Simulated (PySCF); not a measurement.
Compound: C4H7N3.
Bonds: C1–C2, C2–C3 (aromatic), C3–N4 (aromatic), N4–N5 (aromatic), N5–C6, N5–N7 (aromatic), C2–N7 (aromatic). Hydrogens: H8, H9, H10 on C1; H11 on C3; H12, H13, H14 on C6.

NICS is the negative of the GIAO shielding at a point without a nucleus: at the ring centre (0) and 1 Å above and below it (1); zz is the component along the ring normal. Level: GIAO PBE0/pcSseg-1 (PySCF, non-relativistic, gas phase) on the GFN2-xTB geometry, one conformer.

Ring bond lengths (Å), with Mayer bond orders in brackets: C2–C3 1.403 (1.33), C3–N4 1.325 (1.51), N4–N5 1.311 (1.23), N5–N7 1.313 (1.23), N7–C2 1.330 (1.46).

Q: What do the NICS probes read (ppm)?

A: 
```csv
ring,type,NICS(0),"NICS(1), two faces","NICS(1)zz, two faces",rms pucker (Å),"centre to ring atoms, mean (Å)"
C2–C3–N4–N5–N7,5-membered ring with 3 N; formal bonds all aromatic,-12.9,-13.2 / -13.1,-32.5 / -32.5,0.00,1.14
```

Q: What can be read from them?

A: 
- C2–C3–N4–N5–N7: mean NICS(1)zz -32.5 ppm, shielded. The ring is flat and has no four-coordinate atom; by the NICS criterion it is aromatic.

Q: How equal are the bonds by HOMA? Use HOMA with the parameters of Krygowski (1993).

A: 
- C2–C3–N4–N5–N7: HOMA 0.99; the largest term is that of C2–C3, α(R − Ropt)² = 0.05. The geometric and the magnetic index point the same way.

Q: What is the mean of the two in-plane components of NICS at the second NICS(1) probe listed for ring C2–C3–N4–N5–N7, 1 Å off the ring?

A: The isotropic value is a third of the trace: (3 × -13.1 − (-32.5))/2 = -3.4 ppm.

Q: Give the inner angles of the rings and the Hirshfeld charges of the ring atoms.

A: 
- C2–C3–N4–N5–N7: C2 107.1° (+0.020 e), C3 108.3° (-0.044 e), N4 104.7° (-0.143 e), N5 114.8° (+0.094 e), N7 105.1° (-0.143 e); sum 540.0° against 540° for a flat convex ring.

Q: What are the shieldings of the ring atoms and their hydrogens in the same run (means over atoms taken as equivalent)?

A: 
```tsv
atoms	environment	σ isotropic (ppm)	principal values of the symmetric part, first atom (ppm)
C2	substituted aromatic carbon	39.6	-32.9, 26.1, 125.7
C3	aromatic CH next to a ring nitrogen	47.9	-36.4, 54.1, 125.9
N4	pyridine-type nitrogen	-99.6	-328.0, -137.4, 166.6
N5	pyrrole-type nitrogen	3.0	-126.7, 52.2, 83.4
N7	pyridine-type nitrogen	-95.6	-299.0, -129.0, 141.2
H11	aromatic hydrogen	24.23	22.1, 23.8, 26.7
```
